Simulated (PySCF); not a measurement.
# Spinor energies of Cu(12+) (copper, charge +12)

Start: [Ne] 3s2 3p5; 3p1/2 filled at m_j = -1/2, +1/2; 3p3/2 filled at m_j = -1/2, +1/2, +3/2. Calculated with PySCF 2.14 in an even-tempered Gaussian basis (20 s from 0.88 bohr⁻², ratio 2.4; 14 p from 1.1 bohr⁻², ratio 2.4; 5 d from 6.6 bohr⁻², ratio 2.6; 4 f from 9.8 bohr⁻², ratio 2.6): generalised Hartree-Fock with the X2C-1e Hamiltonian and a Gaussian nucleus; one run each with spin-orbit coupling (SO) switched off, then screened by Boettger's factors.

| spinor shell | electrons | ε, spin-free (eV) | ε, screened SO (eV) | weight of nominal j (screened SO) | rms radius, screened SO (bohr) |
| --- | --- | --- | --- | --- | --- |
| 1s1/2 | 2 | -9420.3 | -9420.0 | 1.000 | 0.0601 |
| 2s1/2 | 2 | -1508.4 | -1508.3 | 1.000 | 0.252 |
| 2p1/2 | 2 | -1348.8 | -1363.5 | 0.999 | 0.224 |
| 3s1/2 | 2 | -455.02 | -454.96 | 1.000 | 0.670 |
| 3p1/2 | 2 | -403.22 | -405.93 | 0.896 | 0.672 |
| 3p3/2 | 3 | -403.22 | -401.80 | 0.930 | 0.677 |

**Question.** Where does 2p3/2 lie, and what is the 2p spin-orbit splitting (screened SO)?

**Answer.** At -1341.4 eV, 22.087 eV above 2p1/2.

```
   quantity    spin-free  screened SO
E (hartree)  -1592.22975  -1592.31794
        M_J          3/2          3/2
       ⟨J²⟩        3.752        3.752
       ⟨L²⟩        2.002        2.002
       ⟨S²⟩        0.751        0.751
```

Each row is a mean over spinors that exchange with the open shell spreads, by up to 8.676 eV (3s1/2).

Rows whose weight is well below 1 are mixtures of j = l ± 1/2: exchange outweighs spin-orbit coupling there, and the label is only the starting occupation.

Without spin-orbit coupling the j labels of p, d and f shells carry no meaning; the spin-free column gives the mean over the occupied spinors of each nl shell.
